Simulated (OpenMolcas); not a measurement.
A run on Co2+ among 5 point charges of -2.5 e arranged as a square pyramid (C4v), 1.88 Å from the ion, with the axial distance 1.542 Å.

```yaml
Program: OpenMolcas 26.06
Method: "SS-CASPT2, IPEA 0.25 Eh, imaginary shift 0.1 Eh (closed shells correlated: 3s 3p)"
Basis: ANO-RCC-VDZP [5s4p2d1f]
Scalar_Hamiltonian: DKH2, point nucleus
Active_space: 7 electrons in 5 orbitals (3d)
State_averaging: 2S+1 = 4 even, 10 roots; 2S+1 = 2 even, 40 roots
Spin-orbit_coupling: RASSI with atomic mean-field integrals over the reference wave functions
```

First CASPT2 step and the start of its output:

```
&CASPT2
Multistate=10 1 2 3 4 5 6 7 8 9 10
NoMult
Frozen=5
IPEA=0.25
Imaginary=0.1
MaxIter=60
WThr=0.0 0.3 0.05
PrWF=0.5
NoMix
```

```
--- CASPT2 ---
Orbital specifications:
      -----------------------

      Symmetry species                           1
                                                 a
      Frozen orbitals                            5
      Inactive orbitals                          4
      Active orbitals                            5
      Secondary orbitals                        20
      Deleted orbitals                           0
      Number of basis functions                 34
Type of calculation                        SS-CASPT2
      Fock operator                              state-specific
      IPEA shift                                 0.25
      Real shift                                 0.00
      Imaginary shift                            0.10
      The input orbitals will be transformed to quasi-canonical
Reference energy:       -1399.7831183714
      E2 (Non-variational):      -0.3343334607
      Shift correction:          -0.0002333608
      E2 (Variational):          -0.3345668215
      Total energy:           -1400.1176851929
      Residual norm:              0.0000007999
      Reference weight:           0.94058
      Contributions to the CASPT2 correlation energy
      Active & Virtual Only:         -0.1091972109
      One Inactive Excited:          -0.1439067008
      Two Inactive Excited:          -0.0812295490
Reference energy:       -1399.7831183714
      E2 (Non-variational):      -0.3343334709
      Shift correction:          -0.0002333610
      E2 (Variational):          -0.3345668319
      Total energy:           -1400.1176852033
      Residual norm:              0.0000007999
      Reference weight:           0.94058
      Contributions to the CASPT2 correlation energy
      Active & Virtual Only:         -0.1091972209
...
```

Over all roots the printed reference weights run from 0.21 to 0.95, and roots that are degenerate in the reference spread by up to 0.65 cm-1.

Question: Did the run give usable levels, and if not, why?

Answer: No. The equations converged, but the reference weight falls to 0.21 for at least one root against 0.95 for the best. A drop of that size marks an intruder state, so the energies of such roots and the levels built on them can't be trusted.
